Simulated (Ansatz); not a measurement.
Ansatz results at the PBE0-D4/def2-TZVP geometry: zero-point energy (PBE0-D4/def2-TZVP) 135.1 kJ/mol; LUMO energy (PBE0/def2-TZVPP) -1.27 eV; LUMO energy (PBE/def2-TZVPP) -2.10 eV.

Each molecule was computed in one conformer, which needn't be the lowest.

**Question.** Which molecule gave them?
A. `C[O][Cd][F]`
B. `[SH][Cd][SH]`
C. `C[S][Cd][OH]`
D. `[NH2][Cd][OH]`

**Answer.** C. The others give `[SH][Cd][SH]`: 46.1, -1.39, -2.21; `[NH2][Cd][OH]`: 98.3, -0.99, -1.83; `C[O][Cd][F]`: 111.9, -1.86, -2.78.
